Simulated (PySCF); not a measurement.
Two-component Hartree-Fock for Tm³²⁺ (thulium, charge +32)

Start: [Kr] 4d1; 4d3/2 filled at m_j = +3/2. Calculated with PySCF 2.14 in an uncontracted even-tempered set (17 s from 3.1 bohr⁻², ratio 2.8; 14 p from 4.1 bohr⁻², ratio 2.8; 9 d from 4.1 bohr⁻², ratio 2.8; 3 f from 14 bohr⁻², ratio 3): generalised Hartree-Fock with the X2C-1e Hamiltonian and a Gaussian nucleus; one run each with spin-orbit coupling (SO) switched off, then screened by Boettger's factors.

```tsv
spinor shell	electrons	ε, spin-free (eV)	ε, screened SO (eV)	weight of nominal j (screened SO)	rms radius, screened SO (bohr)
1s1/2	2	-60948.2	-60933.6	1.000	0.0227
2s1/2	2	-11458.9	-11454.1	1.000	0.0918
2p1/2	2	-10263.3	-10959.4	1.000	0.0783
2p3/2	4	-10263.3	-9972.3	1.000	0.0852
3s1/2	2	-3568.9	-3567.2	1.000	0.233
3p1/2	2	-3198.4	-3351.0	1.000	0.224
3p3/2	4	-3198.4	-3133.2	1.000	0.238
3d3/2	4	-2744.5	-2772.7	1.000	0.211
3d5/2	6	-2744.5	-2724.0	1.000	0.214
4s1/2	2	-1554.0	-1553.3	1.000	0.490
4p1/2	2	-1410.4	-1458.4	1.000	0.494
4p3/2	4	-1410.4	-1389.5	1.000	0.520
4d3/2	1	-1248.9	-1256.7	1.000	0.505
```

```tsv
quantity	spin-free	screened SO
E (hartree)	-13007.93215	-13020.28824
M_J	3/2	3/2
⟨J²⟩	4.361	3.751
⟨L²⟩	6.003	6.062
⟨S²⟩	0.751	0.811
```

Each row is a mean over spinors that exchange with the open shell spreads, by up to 11.689 eV (4p1/2).

Breit and QED terms are absent; they matter most for the inner s and p1/2 levels.

Densities and radii are taken from the X2C orbitals without a picture-change correction, which distorts them close to the nucleus.

Without spin-orbit coupling the j labels of p, d and f shells carry no meaning; the spin-free column gives the mean over the occupied spinors of each nl shell, and its ⟨J²⟩ belongs to a mixture of degenerate components.
